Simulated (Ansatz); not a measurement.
Geometry optimisation, UKS B3LYP-D4/def2-SVP in Ansatz 0.2.0.

Input file:

```yaml
crystal:
  periodic: [false, false, false]
  atoms:
    - { symbol: Ge, position_ang: [0.019833, 0.030401, -0.115719] }
    - { symbol: H, position_ang: [0.022105, 0.034697, 1.427118] }
    - { symbol: Cl, position_ang: [2.028616, 0.016506, -0.904498] }
    - { symbol: Cl, position_ang: [-0.996935, 1.763762, -0.903145] }
    - { symbol: Cl, position_ang: [-0.995957, -1.727211, -0.860145] }
    - { symbol: O, position_ang: [-0.037523, -0.055749, 3.637926] }
    - { symbol: H, position_ang: [-0.55224, -0.863505, 3.857663] }
magnetization:
  spin_polarized: true
  initial_magnetization: 1
basis:
  gaussian: { orbitals: def2-SVP }
hamiltonian:
  xc: b3lyp
  dispersion: d4
relax:
  f_tol: 0.03
  max_steps: 50
```

Launched with:

```bash
$ ansatz run input.yaml --threads 4 --pin off --max-ram 5120MiB --backend cpu --events-out ev --progress --plain --runs-dir out
```

Task: Where does it end, and by what steps?

Result: It converged. The force dipped under the threshold on the way, but the program's further checks kept it going. After 19 steps the energy has fallen by 0.109 eV; Cl5 moved furthest, 1.28 Å.

```
step  energy less start (eV)  largest force component (eV/Å)  accepted
   0                  0.0000                           0.254       yes
   1                 -0.0024                           0.287       yes
   2                  0.0035                           0.687        no
   3                 -0.0058                           0.044       yes
   4                 -0.0059                           0.085       yes
   5                 -0.0064                           0.007       yes
   6                 -0.0067                           0.078       yes
   7                 -0.0071                           0.101       yes
   8                 -0.0077                           0.230       yes
   9                 -0.0094                           0.267       yes
  10                 -0.0115                           0.202       yes
  11                 -0.0227                           0.071       yes
  12                 -0.0397                           0.119       yes
  13                 -0.0614                           0.205       yes
  14                 -0.0887                           0.347       yes
  15                 -0.0906                           0.763       yes
  16                 -0.0265                           1.681        no
  17                 -0.1053                           0.209       yes
  18                 -0.0966                           0.352        no
  19                 -0.1086                           0.012       yes
```

```xyz
7
Properties=species:S:1:pos:R:3
Ge 0.152 0.262 0.095
H 0.518 0.890 1.435
Cl 1.900 -0.212 -1.068
Cl -1.122 1.548 -1.067
Cl -0.932 -1.598 0.416
O -0.320 -0.506 3.462
H -0.708 -1.185 2.866
```

Whether the end is a true minimum wasn't checked by a vibrational analysis.

The run took 2.6 min on 4 threads of Arm Neoverse V2 (shared host), peak memory 0.54 GiB.
